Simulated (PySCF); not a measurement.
B(F)(Br)(vinyl) (C2H3BBrF), SMILES C=CB(F)Br.

Geometry optimised at PBE0-D3(BJ)/def2-SVP. This is a generated structure with no PubChem entry under its InChIKey; it may be hypothetical. One conformer was computed; it need not be the lowest.

Computed with PBE0/def2-TZVP in PySCF.

Symmetry labels are those of the subgroup Cs that the program uses (full group Cs).

Computed valence orbital energies around the gap with their symmetry:
```
orbital  symmetry  energy (eV)
-------  --------  -----------
HOMO−7         A'       -13.67
HOMO−6         A"       -13.42
HOMO−5         A'       -12.07
HOMO−4         A'       -11.27
HOMO−3         A'        -9.59
HOMO−2         A"        -9.25
HOMO−1         A'        -8.57
HOMO           A"        -8.40
LUMO           A"        -1.96
LUMO+1         A'         1.11
LUMO+2         A"         1.36
LUMO+3         A'         1.82
```
